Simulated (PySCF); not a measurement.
HO2Si, SMILES [O][Si]O (connectivity only; charge and spin as stated), neutral, multiplicity 2. Atoms are numbered in the order given.

```xyz
4

Si    -0.3826     0.1026     0.0000
O      0.3414     1.4462     0.0000
O      0.3542    -1.3582     0.0000
H     -0.2091    -2.1412     0.0000
```
Charge 0, spin multiplicity 2.

Geometry optimised at r2SCAN-D4/def2-TZVP. One conformer was computed; it need not be the lowest.

Level of theory: r2SCAN/def2-TZVPD (PySCF).

Mulliken values depend strongly on the basis, most of all with diffuse functions as here. ESP charges are fitted to the potential on shells at 1.4 to 2.0 van der Waals radii. Atomic charges (e):

```json
[
 {"atom": "Si1", "ESP fit": "0.45", "Mulliken": "0.49", "Mulliken spin": "0.66"},
 {"atom": "O2", "ESP fit": "-0.44", "Mulliken": "-0.44", "Mulliken spin": "0.25"},
 {"atom": "O3", "ESP fit": "-0.36", "Mulliken": "-0.39", "Mulliken spin": "0.09"},
 {"atom": "H4", "ESP fit": "0.35", "Mulliken": "0.33", "Mulliken spin": "0.00"}
]
```
